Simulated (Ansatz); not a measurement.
Start from `C[NH][InH2]` and change one atom or group to get `CC[N](C)[InH2]`.

Ansatz, PBE0-D4/def2-TZVP geometries, multiplicity 1. Each molecule was computed in one conformer, which needn't be the lowest.

Elements past krypton have def2 core potentials.

```csv
property,`C[NH][InH2]`
"ideal-gas entropy at 298 K and 1 bar (rigid rotor, harmonic PBE0-D4/def2-TZVP) / J/(mol·K)",318
size of the dipole moment (PBE/def2-TZVPP) / D,0.71
HOMO energy (PBE0/def2-TZVPP) / eV,-6.31
LUMO energy (PBE0/def2-TZVPP) / eV,-1.11
LUMO energy (B3LYP/def2-TZVPP) / eV,-1.38
HOMO energy (B3LYP/def2-TZVPP) / eV,-6.13
```

What does the change do to each property? (Estimate.)

Computed: 
```
                                                                                  property  `CC[N](C)[InH2]`  shift
ideal-gas entropy at 298 K and 1 bar (rigid rotor, harmonic PBE0-D4/def2-TZVP) / J/(mol·K)               371     53
                                            size of the dipole moment (PBE/def2-TZVPP) / D              0.74   0.03
                                                        HOMO energy (PBE0/def2-TZVPP) / eV             -5.95   0.36
                                                        LUMO energy (PBE0/def2-TZVPP) / eV             -1.18  -0.07
                                                       LUMO energy (B3LYP/def2-TZVPP) / eV             -1.43  -0.05
                                                       HOMO energy (B3LYP/def2-TZVPP) / eV             -5.79   0.34
```

With PBE0 the HOMO rises by 0.36 eV and the LUMO falls by 0.07 eV, so the gap narrows by about 0.43 eV. PBE moves the HOMO by 0.28 eV and ωB97M-V by 0.41 eV. The zero-point energy changes by 148.5 kJ/mol with +18 modes. Dipoles are sizes alone; their direction can turn.

B3LYP here is the variant with VWN-RPA as its local correlation; programs differ in this.
